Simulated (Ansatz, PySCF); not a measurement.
System: CH₃Cl₂Si (charge 0, doublet). It need not be the lowest isomer of its formula. 
Geometry from a B3LYP-D3(BJ)/def2-TZVP (Ansatz, an electronic-structure program) optimisation:
SMILES: Cl[SiH]([CH2])Cl
```xyz
7

Si    -0.2186    -0.2263     0.4944
C     -2.0267    -0.2278     0.2600
Cl     0.6878    -1.3576    -0.9726
Cl     0.5023     1.6977     0.3466
H      0.1835    -0.7729     1.7979
H     -2.4983     0.2507    -0.5902
H     -2.6968    -0.7245     0.9520
```
Charge 0, spin multiplicity 2.

Dipole moments at this geometry, in debye (magnitudes).

| level | program | dipole (D) |
|---|---|---|
| HF/def2-TZVPD | PySCF | 2.19 |
| SVWN5/def2-TZVPD | Ansatz | 1.89 |
| BLYP/def2-TZVPD | PySCF | 1.86 |
| PBE0/def2-TZVPD | Ansatz | 2.02 |
| BHLYP/def2-TZVPD | Ansatz | 2.10 |
| r2SCAN0/def2-TZVPD | Ansatz | 2.05 |
| M06-2X/def2-TZVPD | PySCF | 2.09 |
| HSE06/def2-TZVPD | Ansatz | 2.02 |
| CAM-B3LYP/def2-TZVPD | Ansatz | 2.06 |
| LC-wPBE/def2-TZVPD | Ansatz | 2.12 |
| wB97M-V/def2-TZVPD | Ansatz | ? |
| wB97X-V/def2-TZVPD | Ansatz | 2.08 |
| CCSD(T)/aug-cc-pV(D+d)Z | Ansatz | ? |

**Question.** Fill in the missing entries.

**Answer.** 
- wB97M-V/def2-TZVPD, dipole (D): 2.02
- CCSD(T)/aug-cc-pV(D+d)Z, dipole (D): 1.98
